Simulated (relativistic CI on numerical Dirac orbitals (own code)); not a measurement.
# Hyperfine structure of Xe46+, mass number 129

Method of calculation: Dirac-Coulomb-Breit CI, KLI orbitals optimised for each configuration, QED by a radiative potential, unscaled Slater integrals (own radial code, finite nucleus).

Configurations in the expansion (outside the closed core 1s2): 2s2 2p4, 2s 2p5, 2p6, 2p5 3s, 2p5 3p, 2p5 3d, 2s2 2p3 3s, 2s2 2p3 3p, 2s2 2p3 3d, 2s 2p4 3s, 2s 2p4 3p, 2s 2p4 3d, 2s2 2p3 4s, 2s2 2p3 4p, 2s2 2p3 4d, 2s2 2p3 4f. Levels of other configurations are missing.

Nuclear spin I = 1/2, μ = -0.77796 μN (tables of Stone and Pyykkö). The electronic factors are computed for point nuclear moments, without core polarisation or the Bohr-Weisskopf and QED corrections.

| Level | E (10³ cm⁻¹) | A (GHz) |
| --- | --- | --- |
| 2s2 2p4 3P_2 | 0.0 | -457.2 |
| 2s2 2p4 3P_1 | 2695.3 | 181.4 |
| 2s2 2p4 1D_2 | 2831.2 | -1118 |
| 2s 2p5 3P°_2 | 4799.5 | -2758 |
| 2s 2p5 1P°_1 | 5232.7 | 1730 |
| 2s 2p5 3P°_1 | 7819.9 | -6241 |

Levels with J = 0, under 50 % of one LS term, or S terms without an open s electron are left out. Small factors come from cancelling terms and can be off by tens of per cent or more.

At this charge energies of transitions that change n are usually good to better than 1 %, and those within a shell (Δn = 0) to a few per cent.

(1) Give the hyperfine levels of 2s2 2p4 3P_2 relative to its centre of gravity.

Answers

(1) With K = F(F + 1) − I(I + 1) − J(J + 1), E = AK/2: F = 3/2: 685.7, F = 5/2: -457.2 GHz.

LS names give the leading component of a level, which can be under half, so a name can repeat, a term be missing and a line seem to break the LS rules.
